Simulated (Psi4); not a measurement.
HO (SMILES [OH-]), charge -1, singlet, geometry from GFN2-xTB (a gas-phase anion, which may not be bound at this level); PBE0/STO-3G in Psi4.

Here is a job for Psi4.
```
memory 2 GB

molecule {
-1 1
O    -0.00000000   -0.00000000   -0.10875384
H     0.00000000    0.00000000    0.87003075
}

set {
  basis sto-3g
}

energy('pbe0')
print_variables()
```

What the program printed (banner, timings and long lists left out):

```
   => Loading Basis Set <=

    Name: STO-3G
    Role: ORBITAL
    Keyword: BASIS

         ---------------------------------------------------------
                                   SCF
               by Justin Turney, Rob Parrish, Andy Simmonett
                          and Daniel G. A. Smith
                              RKS Reference
         ---------------------------------------------------------

  ==> Geometry <==

    Molecular point group: c2v
    Full point group: C_inf_v

    Geometry (in Angstrom), charge = -1, multiplicity = 1:

       Center              X                  Y                   Z               Mass
    ------------   -----------------  -----------------  -----------------  -----------------
         O            0.000000000000     0.000000000000    -0.058016745017    15.994914619570
         H            0.000000000000     0.000000000000     0.920767844983     1.007825032230

  Running in c2v symmetry.

  Rotational constants: A = ************  B =     18.55983  C =     18.55983 [cm^-1]
  Rotational constants: A = ************  B = 556409.82560  C = 556409.82560 [MHz]
  Nuclear repulsion =    4.325178112336240

  Charge       = -1
  Multiplicity = 1
  Electrons    = 10
  Nalpha       = 5
  Nbeta        = 5

  ==> Algorithm <==

  SCF Algorithm Type is DF.
  DIIS enabled.
  MOM disabled.
  Fractional occupation disabled.
  Guess Type is SAD.
  Energy threshold   = 1.00e-06
  Density threshold  = 1.00e-06
  Integral threshold = 1.00e-12

  ==> Primary Basis <==

  Basis Set: STO-3G
    Blend: STO-3G
    Number of shells: 4
    Number of basis functions: 6
    Number of Cartesian functions: 6
    Spherical Harmonics?: true
    Max angular momentum: 1

  ==> DFT Potential <==

   => LibXC <=

    Version 7.1.2
    S. Lehtola, C. Steigemann, M. J. T. Oliveira, and M. A. L. Marques,  SoftwareX 7, 1–5 (2018) (10.1016/j.softx.2017.11.002)

   => Composite Functional: PBE0 <=

    PBE0 Hyb-GGA Exchange-Correlation Functional

    C. Adamo and V. Barone,  J. Chem. Phys. 110, 6158 (1999) (10.1063/1.478522)
    M. Ernzerhof and G. E. Scuseria,  J. Chem. Phys. 110, 5029 (1999) (10.1063/1.478401)

    Deriv               =              1
    GGA                 =           TRUE
    Meta                =          FALSE

    Exchange Hybrid     =           TRUE
    MP2 Hybrid          =          FALSE

   => Exchange Functionals <=

    0.7500   Perdew, Burke & Ernzerhof

   => Exact (HF) Exchange <=

    0.2500               HF

[...]
   @DF-RKS iter   2:   -74.31153898256919   -8.22213e-02   3.52156e-02 ADIIS/DIIS
   @DF-RKS iter   3:   -74.33084725108401   -1.93083e-02   6.20339e-03 ADIIS/DIIS
   @DF-RKS iter   4:   -74.33143775486717   -5.90504e-04   1.32401e-04 ADIIS/DIIS
   @DF-RKS iter   5:   -74.33143802112325   -2.66256e-07   1.64139e-06 DIIS
   @DF-RKS iter   6:   -74.33143802116537   -4.21210e-11   7.67919e-09 DIIS
  Energy and wave function converged.

  ==> Post-Iterations <==

   Electrons on quadrature grid:
      Ntotal   =   10.0000001367 ; deviation = 1.367e-07

    Orbital Energies [Eh]
    ---------------------

    Doubly Occupied:

[...]
    Virtual:

       4A1     0.984024

    Final Occupation by Irrep:
             A1    A2    B1    B2
    DOCC [     3,    0,    1,    1 ]
    NA   [     3,    0,    1,    1 ]
    NB   [     3,    0,    1,    1 ]

  @DF-RKS Final Energy:   -74.33143802116537

   => Energetics <=

    Nuclear Repulsion Energy =              4.3251781123362401
    One-Electron Energy =                -118.0438170824793929
    Two-Electron Energy =                  46.6643805978772193
    DFT Exchange-Correlation Energy =      -7.2771796488994465
    Empirical Dispersion Energy =           0.0000000000000000
    VV10 Nonlocal Energy =                  0.0000000000000000
    Total Energy =                        -74.3314380211653827

Computation Completed

Properties will be evaluated at   0.000000,   0.000000,   0.000000 [a0]

Properties computed using the SCF density matrix

 Multipole Moments:

 ------------------------------------------------------------------------------------
     Multipole            Electronic (a.u.)      Nuclear  (a.u.)        Total (a.u.)
 ------------------------------------------------------------------------------------

 L = 1.  Multiply by 2.5417464519 to convert [e a0] to [Debye]
 Dipole X            :          0.0000000            0.0000000            0.0000000
 Dipole Y            :          0.0000000            0.0000000            0.0000000
 Dipole Z            :         -0.8289488            0.8629130            0.0339642
 Magnitude           :                                                    0.0339642

 ------------------------------------------------------------------------------------

  Variable Map:
  ----------------------------------------------------------------------------
[...]
  Array Variable Map:
  ----------------------------------------------------------------------------
[...]
[...]
```
